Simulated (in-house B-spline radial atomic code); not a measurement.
RPA and G0W0 for the krypton ion Kr⁸⁺, [Ar] 3d10, as one setting changes: the highest l of the empty states. Start: PBE. A dash marks a level of low quasi-particle weight. Computed with a B-spline radial code for spherical atoms: all electrons, scalar-relativistic (spin-free one-electron X2C), finite nucleus, each spin shell either full or empty, empty states to the listed l with an (l + 1/2)⁻⁴ tail; G0W0 by contour deformation at full frequency.

```
highest l of the empty states  RPA summed (Eh)  RPA extrapolated (Eh)  G0W0 level (eV)
                            4           -1.885                -2.1551       3d -233.84
                            5          -2.0052                -2.1726       3d -234.12
                            6          -2.0639                -2.1649       3d -234.13
                            7          -2.0951                -2.1587       3d -234.15
                            8                ?                      ?                ?
                            9          -2.1222                -2.1495       3d -234.12
                           10                ?                      ?                ?
                           11          -2.1327                -2.1467       3d -234.11
```

Problem. What belongs in the row for 10?

Solution. RPA summed (Eh): -2.1285; RPA extrapolated (Eh): -2.1478; G0W0 level (eV): 3d -234.11.

Problem. What belongs in the row for 8?

Solution. RPA summed (Eh): -2.1121; RPA extrapolated (Eh): -2.1525; G0W0 level (eV): 3d -234.13.
